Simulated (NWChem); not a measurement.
System: sulfur difluoride (SF₂); SMILES FSF

Program: NWChem. Medium grid unless said otherwise, to which SCAN and Minnesota functionals are sensitive. Structure relaxed at the PBE0/def2-SVP level.

**Question.** Order these by “dipole (D)”, lowest first: PBE0/def2-TZVPD; Hartree-Fock/def2-TZVPD; PBE/def2-TZVPD; CAM-B3LYP/def2-TZVPD; BLYP/def2-TZVPD.

**Answer.** PBE/def2-TZVPD (0.91), BLYP/def2-TZVPD (0.98), PBE0/def2-TZVPD (1.07), CAM-B3LYP/def2-TZVPD (1.19), Hartree-Fock/def2-TZVPD (1.43)
